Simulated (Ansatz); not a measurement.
Harmonic frequencies (cm⁻¹) at PBE0-D4/def2-TZVP from Ansatz: 34, 62, 70, 79, 84, 122, 168, 179, 231, 271, 278, 380, 396, 414, 451, 469, 497, 544, 634, 654, 686, 706, 727, 747, 885, 887, 933, 1274, 1442, 1447, 1978, 1992, 2163, 2212, 2223, 2231, 3051, 3135, 3150.

Each molecule was computed in one conformer, which needn't be the lowest.

**Question.** Which molecule is it?
A. `C[SiH2][Se][SiH]([GaH2])[TeH]`
B. `[SiH3][GeH2][CH2]S`
C. `F[SiH2][S][AlH2]`
D. `BC(C)(F)[SiH3]`

**Answer.** A.
